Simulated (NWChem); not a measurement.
Molecule: HSeSF; SMILES F[Se]S

```xyz
4

Se    -0.4079     0.4575    -0.0056
F      1.1117     1.3744    -0.0232
S      0.2856    -1.5789    -0.0584
H      0.4540    -1.7881     1.2725
```
Atoms are numbered in this order, from 1.

All runs: NWChem. The geometry was optimised at PBE0/def2-SVP. GIAO values for the isolated, static molecule; σ is the absolute isotropic shielding, δ = σ(reference) − σ with the isolated reference molecule computed at the same levels (19F: trichlorofluoromethane, 1H: tetramethylsilane). Spin-orbit effects, on the heavy nuclei and on their neighbours, are missing.

For level PBE0/x2c-SVPall-s, scalar ZORA without spin-orbit coupling:

```yaml
"σ Se1 (ppm)": -326.8
"δ F2 (ppm)": -356.3
"σ S3 (ppm)": 424.1
```

Estimate the same quantities for level PBE/x2c-SVPall-s, scalar ZORA without spin-orbit coupling.


- σ Se1 (ppm) = -417.3
- δ F2 (ppm) = -347.1
- σ S3 (ppm) = 386.3
